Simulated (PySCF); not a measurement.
Magnetisability: `C=C[SiH2][Se]C(C)C`, C5H12SeSi

Cartesian coordinates in Å; atom numbers follow the order of the lines, from 1:
```xyz
19

C     3.6739   -0.5741   -0.6253
C     3.2154    0.6609   -0.5108
Si    1.4065    1.0918   -0.2482
Se    0.2765   -0.8711    0.0201
C    -1.5435   -0.1121    0.3630
C    -2.2093    0.2577   -0.9484
C    -2.3539   -1.1265    1.1483
H     3.0080   -1.4251   -0.5648
H     4.7173   -0.8021   -0.7810
H     3.9047    1.4924   -0.5749
H     0.8709    1.8269   -1.4011
H     1.2088    1.9015    0.9595
H    -1.3684    0.7823    0.9686
H    -2.3431   -0.6293   -1.5652
H    -1.6120    0.9788   -1.5035
H    -3.1881    0.6957   -0.7570
H    -3.3382   -0.7199    1.3776
H    -1.8540   -1.3791    2.0819
H    -2.4813   -2.0396    0.5689
```

Computed with GIAO HF/pcSseg-1 magnetisability, rotational g tensor and spin-rotation constants, non-relativistic, gas phase (PySCF). Geometry: GFN2-xTB.

The calculation is non-relativistic, which matters for the atoms heavier than Zn.

How diamagnetic is it, and how anisotropic?

Isotropic -1706 × 10⁻³⁰ J/T², or -102.7 × 10⁻⁶ cm³/mol; principal values -1815, -1720, -1583 × 10⁻³⁰ J/T², anisotropy 202 × 10⁻³⁰ J/T² (root of half the summed squared differences of the principal values). The susceptibility is in cgs units.

Split it along the inertial axes a, b, c into diamagnetic and paramagnetic parts about the centre of mass, with the quadrupole moment.


```
axis  χ (10⁻⁶ cm³/mol)  diamagnetic (10⁻⁶ cm³/mol)  paramagnetic (10⁻⁶ cm³/mol)  summed x² of all electrons (Å²)  quadrupole Θ (D Å)
   a            -101.7                      -520.5                        418.8                            354.5              +10.06
   b            -100.2                     -1667.6                       1567.4                             84.1               -2.50
   c            -106.3                     -1861.0                       1754.6                             38.6               -7.56
```
Anisotropies 2χaa − χbb − χcc = +3.2 and 2χbb − χaa − χcc = +7.6 × 10⁻⁶ cm³/mol. Θ is traceless in Buckingham's convention.

And the rotational g tensor?


| axis | rotational constant (GHz) | g | nuclear part | electronic part |
| --- | --- | --- | --- | --- |
| a | 3.2580 | -0.0295 | 0.6116 | -0.6411 |
| b | 0.8073 | -0.0051 | 0.5894 | -0.5944 |
| c | 0.7102 | -0.0014 | 0.5841 | -0.5855 |

Asymmetric top; isotopes 12C, 1H, 80Se, 28Si; no vibrational averaging.
